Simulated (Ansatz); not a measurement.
`B[Si](O)(F)F` + H₂ → `O[SiH](F)F` + BH₃ at 298.15 K and 1 bar (hydrogenolysis of the Si–B bond).

Gas-phase electronic energies from Ansatz, PBE0-D4/def2-TZVP geometries. CBS: MP2 limit from def2 TZ/QZ plus the TZ coupled-cluster correction, frozen cores. This one scheme is used for every species. One conformer a species, not always the lowest.

```tsv
species	CCSD(T)/CBS energy (Eh)	H − E (kJ/mol)	S (J/(mol·K))
`B[Si](O)(F)F`	-590.59738	127.6	342.5
H₂	-1.17544	35.1	130.4
`O[SiH](F)F`	-565.23707	91.8	297.2
BH₃	-26.55200	78.7	188.3
```

H − E and S are ideal-gas, rigid-rotor, harmonic terms from PBE0-D4/def2-TZVP, for one conformer and one mirror image of each species. For small species the MP2-based limit differs from directly extrapolated CCSD(T) by up to some mEh (0.8 for H₂); such offsets cancel only in part. 1 Eh = 2625.50 kJ/mol, R = 8.31446 J/(mol·K).

Problem. By hand: ΔE, ΔH, ΔS and ΔG.

Solution. ΔE = (-565.23707) + (-26.55200) − (-590.59738) − (-1.17544) = -0.01625 Eh = -42.7 kJ/mol. Δ(H − E) = 91.8 + 78.7 − 127.6 − 35.1 = 7.8, so ΔH = -34.9 kJ/mol. ΔS = 297.2 + 188.3 − 342.5 − 130.4 = 12.6 J/(mol·K). ΔG = -34.9 − 298.15 × (12.6)/1000 = -38.7 kJ/mol.

Problem. By hand: the equilibrium constant, and the temperature at which ΔG would vanish if ΔH and ΔS stayed fixed.

Solution. log₁₀ K = −ΔG/(RT ln 10) = 6.8. ΔH and −TΔS have one sign here, so there is no such temperature.

The number of gas molecules stays the same, so ΔS is small and ΔH decides. A doubt of 5 kJ/mol in ΔE shifts log₁₀ K by 0.9 here. Other conformers and mirror images would add mixing entropy, several J/(mol·K) or more a flexible species. These are equilibria of isolated gas molecules and say nothing of rates. Largest T1 diagnostic: 0.012 (customary marks: 0.02 for closed shells, 0.045 for open ones).

ΔS is within the doubt of such terms, so its sign, and with it that verdict, could turn.
